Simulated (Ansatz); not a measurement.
Geometry optimisation, Ansatz 0.2.0, RKS PBE0-D4/STO-3G.

The input (input.yaml):

```yaml
crystal:
  periodic: [false, false, false]
  atoms:
    - { symbol: Al, position_ang: [-0.226, 1.8161, 1.6861] }
    - { symbol: Si, position_ang: [-1.5055, 1.0948, -0.1957] }
    - { symbol: Si, position_ang: [-0.6524, -0.7727, -1.0581] }
    - { symbol: C, position_ang: [0.5304, -1.7152, 0.1126] }
    - { symbol: Si, position_ang: [1.6585, -0.7952, -0.9489] }
    - { symbol: H, position_ang: [-0.7283, 3.2032, 2.4377] }
    - { symbol: H, position_ang: [1.0398, 1.0565, 2.1696] }
    - { symbol: H, position_ang: [-2.849, 0.8484, 0.2112] }
    - { symbol: H, position_ang: [-1.4932, 2.1595, -1.187] }
    - { symbol: H, position_ang: [-1.1666, -1.4936, -2.1786] }
    - { symbol: H, position_ang: [0.4471, -2.8188, -0.0498] }
    - { symbol: H, position_ang: [0.426, -1.3711, 1.1852] }
    - { symbol: H, position_ang: [2.2055, 0.3842, -0.2456] }
    - { symbol: H, position_ang: [2.3009, -1.6253, -1.9097] }
basis:
  gaussian: { orbitals: STO-3G }
hamiltonian:
  xc: pbe0
  dispersion: d4
relax:
  f_tol: 0.02
  max_steps: 40
scf:
  lower_state_search: "off"
```

Launched with:

```bash
$ ansatz run input.yaml --threads 1 --pin off --max-ram 2048MiB --backend cpu --events-out ev --progress --plain --runs-dir out
```

Task: Where does it end, and by what steps?

Result: The run converged. Limits of this set-up: minimal basis. After 10 steps the energy has fallen by 1.062 eV; H13 moved furthest, 0.59 Å.

| step | energy less start (eV) | largest force component (eV/Å) | accepted |
| --- | --- | --- | --- |
| 0 | 0.0000 | 3.211 | yes |
| 1 | -0.8510 | 2.016 | yes |
| 2 | -1.0285 | 0.283 | yes |
| 3 | -1.0441 | 0.085 | yes |
| 4 | -1.0501 | 0.120 | yes |
| 5 | -1.0578 | 0.095 | yes |
| 6 | -1.0607 | 0.051 | yes |
| 7 | -1.0615 | 0.045 | yes |
| 8 | -1.0617 | 0.034 | yes |
| 9 | -1.0618 | 0.023 | yes |
| 10 | -1.0619 | 0.009 | yes |

```xyz
14
Properties=species:S:1:pos:R:3
Al -0.442 1.979 1.788
Si -1.451 1.167 -0.101
Si -0.463 -0.616 -1.019
C 0.540 -1.765 0.096
Si 1.686 -0.900 -1.112
H -0.893 3.283 2.380
H 0.672 1.224 2.450
H -2.826 0.795 0.167
H -1.554 2.182 -1.129
H -1.234 -1.353 -1.996
H 0.391 -2.837 -0.022
H 0.630 -1.503 1.150
H 2.603 0.048 -0.526
H 2.328 -1.734 -2.098
```

The run took 27 s on 1 thread of Arm Neoverse V2, with other jobs on the host, peak memory 0.12 GiB.
